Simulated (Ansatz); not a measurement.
CH3BClFOSi can be A, `FB1OC[SiH]1Cl`, or B, `FB1OC1[SiH2]Cl`.

Gas-phase electronic energies from Ansatz, PBE0-D4/def2-TZVP geometries. CCSD(T)/CBS is the MP2 limit (def2-TZVPP, def2-QZVPP) plus CCSD(T) − MP2 in def2-TZVPP, frozen cores. Functionals use def2-TZVPP. B3LYP here is the variant with VWN-RPA as its local correlation; programs differ in this. One conformer a species, not always the lowest.

(1) Which is lower in electronic energy at CCSD(T)/CBS, and by how much? (Estimate.)

(2) Give E(B) − E(A) in kcal/mol with CCSD/def2-TZVPP, ωB97M-V, HF/def2-TZVPP, B2PLYP, PBE-D4, PBE0-D4, B3LYP-D4. (Estimate.)

Largest T1 diagnostic: 0.014.

Answers

(1) Ansatz gave: A, by 13.5 kcal/mol.

(2) Computed: CCSD/def2-TZVPP 13.5, ωB97M-V 13.2, HF/def2-TZVPP 12.6, B2PLYP 12.3, PBE-D4 14.0, PBE0-D4 14.9, B3LYP-D4 12.6. None reverses the order clearly.

From PBE to PBE0 (25 % exact exchange), in def2-TZVPP and without D4, E(B) − E(A) moves by +0.9 kcal/mol.
